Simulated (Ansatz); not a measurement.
Reaction (atomization): `BN=CSC` → B• + 2 C• + 6 H• + N• + S•

Computed with Ansatz on PBE0-D4/def2-TZVP structures; ΔE is electronic, products minus reactants. CBS: MP2 limit from def2 TZ/QZ plus the TZ coupled-cluster correction, frozen cores. This one scheme is used for every species, atoms too. Functionals use def2-TZVPP. B3LYP here is the variant with VWN-RPA as its local correlation; programs differ in this. Open shells (•) are unrestricted, without spin–orbit coupling. Spin–orbit coupling would lower the free atoms: a little for B, C, S. Each species was taken in one conformer, which may not be the lowest.

`BN=CSC`:

```xyz
11

B    -1.087    0.277   -1.659
N    -0.177    0.824   -0.814
C     0.654    1.290   -0.019
S     1.292    0.489    1.399
C     0.423   -1.076    1.321
H    -2.256    0.445   -1.446
H    -0.703   -0.358   -2.600
H     1.079    2.289   -0.143
H    -0.653   -0.920    1.385
H     0.761   -1.659    2.177
H     0.667   -1.603    0.399
```

```csv
level,ΔE (kJ/mol),difference from CCSD(T)/CBS
PBE-D4,4323.3,161.5
r2SCAN-D4,4214.4,52.6
PBE0-D4,4225.9,64.1
B3LYP-D4,4214.3,52.5
ωB97X-V,4195.2,33.4
ωB97M-V,4207.4,45.6
B2PLYP,4153.1,-8.7
PBE,4300.6,138.8
B3LYP,4177.9,16.1
CCSD/def2-TZVPP,3976.3,-185.5
CCSD(T)/def2-TZVPP,4050.9,-110.9
MP2/def2-QZVPP,4190.1,28.3
SCS-MP2/def2-QZVPP,4182.5,20.7
HF/CBS(def2),3007.5,-1154.3
MP2/CBS(def2),4235.6,73.8
CCSD/CBS(def2),4087.3,-74.5
CCSD(T)/CBS,4161.8,0
```

Largest T1 diagnostic among the species: 0.015.

The D4 term adds +36.4 kJ/mol with B3LYP and +19.1 kJ/mol with PBE0; it sums over pairs of atoms, weighted by their polarisabilities, and B3LYP, whose exchange is more repulsive, gets the larger term. In def2-TZVPP, CCSD(T) changes the Hartree–Fock value by +1049.3 kJ/mol (the triples alone add +74.5 kJ/mol) and MP2 by +1123.1 kJ/mol; breaking electron pairs costs correlation energy, which Hartree–Fock lacks. From PBE to PBE0 (25 % exact exchange), in def2-TZVPP and without D4, ΔE moves by −93.9 kJ/mol: exact exchange takes away binding that semilocal exchange gives to molecules.

For atomizations the MP2-based limit and the directly extrapolated one differ by several kJ/mol either way, and by 10 to 25 for some Ge, Se and Sn compounds, so smaller differences from it don't rank the levels.
